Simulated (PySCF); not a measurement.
Structure with atom numbers: `[CH3:1][c:2]1[cH:3][cH:4][cH:5][c:6]([CH3:7])[c:8]1[CH3:9]` (H(Xn): hydrogen on atom n).

Calculated, not measured (PySCF): HF/pcSseg-1 with gauge-including orbitals, structure optimised with PBE0-D3(BJ)/def2-SVP. Non-relativistic Hamiltonian, averaged over atoms made equivalent by symmetry, fast rotation or ring inversion, single conformer, no solvent.

List the cross peaks expected in HSQC, COSY and HMBC spectra.

Answers



HSQC (one-bond C–H):
```tsv
δH	δC
7.22 (H(C4))	133.8 (C4)
7.19 (H(C3)/H(C5))	134.4 (C3/C5)
2.33 (H(C1)/H(C7))	20.9 (C1/C7)
2.22 (H(C9))	15.1 (C9)
```

COSY cross peaks (H two or three bonds apart, from the bond graph; peaks can be absent where the dihedral angle is near 90°):
```tsv
δH	δH
7.22 (H(C4))	7.19 (H(C3)/H(C5))
```

HMBC (two and three bonds, from the bond graph):
```tsv
δH	δC
7.22 (H(C4))	143.6 (C2/C6), 134.4 (C3/C5)
7.19 (H(C3)/H(C5))	143.6 (C2/C6), 141.0 (C8), 134.4 (C3/C5), 133.8 (C4), 20.9 (C1/C7)
2.33 (H(C1)/H(C7))	143.6 (C2/C6), 141.0 (C8), 134.4 (C3/C5)
2.22 (H(C9))	143.6 (C2/C6), 141.0 (C8)
```

δ = σ(ref) − σ, references computed at the same level: 1H (σref 31.69), 13C (σref 190.85) vs TMS.

Short H···H contacts in this conformer between protons four or more bonds apart (candidates for NOE cross peaks, intensity ∝ r⁻⁶): H(C1)···H(C9) 2.28 Å, H(C1)···H(C3) 2.30 Å, H(C5)···H(C7) 2.33 Å.

Shifts are as computed. Against solution values, carbons near 30 ppm lie about -0 ppm off and those near 130 ppm about +7 ppm. Of 1211 compounds with measured shifts, 218 miss one by over three times the rms of a fit or turn the order of signals round; such compounds aren't used in these exercises.
